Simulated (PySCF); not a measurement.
**Radial density of Si (silicon, neutral)**

r2SCAN, [Ne] 3s2 3p2, high-spin 3P determinant. All numbers are calculated (PySCF 2.14, the non-relativistic Hamiltonian (point nucleus), in def2-SVP (4s3p1d, 18 functions)).

```tsv
r (bohr)	4πr²ρ (e/bohr)	4πr²(ρα − ρβ)
0.00193	0.07392	0.0000
0.00324	0.2062	0.0000
0.00545	0.5619	0.0000
0.00917	1.449	0.0000
0.0154	3.414	0.0001
0.0259	7.244	0.0003
0.0436	12.53	0.0015
0.0734	15.89	0.0080
0.123	12.71	0.0322
0.208	9.660	0.0896
0.349	13.82	0.1218
0.587	11.01	0.0263
0.988	2.804	0.1020
1.66	1.787	0.6946
2.80	1.231	0.6534
4.70	0.1877	0.1475
7.91	0.0004801	0.0004
```
